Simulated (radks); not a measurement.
Values are calculated unless marked as measured or tabulated.
Species: Si+. Configuration: [Ne] 3s2 3p1 (the NIST ground configuration).

Level of theory: non-relativistic Kohn-Sham, LB94 model potential, spin-polarised, spherical densities, point nucleus; open shells are filled with parallel spins first (a radial shooting solver on a logarithmic mesh with Libxc functionals).

Energy parts (eV):
| part | energy |
|---|---|
| kinetic | 7910.763 |
| electron-nucleus | -18707.123 |
| Hartree | 3492.170 |
(The LB94 potential has no energy functional, so no total or exchange-correlation energy is given.)

Orbitals (lengths in bohr, moments of r in powers of bohr; <r^-3> diverges for s and p1/2; r(90%) holds 90 % of the orbital's charge):
orbital  occ.  eigenvalue (eV)  <r^-3>  r(90%)
1s down     1        -1832.272       -   0.198
1s up       1        -1832.222       -   0.198
2s up       1        -160.1301       -   0.895
2s down     1        -160.0724       -   0.897
2p up       3        -117.4006   49.58   0.894
2p down     3        -117.3357   49.43   0.897
3s down     1         -23.5558       -    3.05
3s up       1         -23.5029       -    3.08
3p up       1         -16.1352   3.462    3.73
3p down     0         -16.0734   3.641    3.71

The highest occupied level is 3p up at -16.135 eV. For comparison, the ionisation energy in NIST's Atomic Spectra Database is 16.346 eV (measured). In exact Kohn-Sham theory the highest level is minus the ionisation energy, but local and semilocal functionals leave it too shallow, through self-interaction and a potential that decays too fast; potentials with the right tail come closer. Spin moment in Bohr magnetons: 1. The density falls to 0.001 e/bohr^3 at r = 3.91 bohr. The spin density at the nucleus is -0.0912 e/bohr^3 (1s -0.0210, 2s 0.1693, 3s -0.2395), a Fermi contact field of -4.78 T.
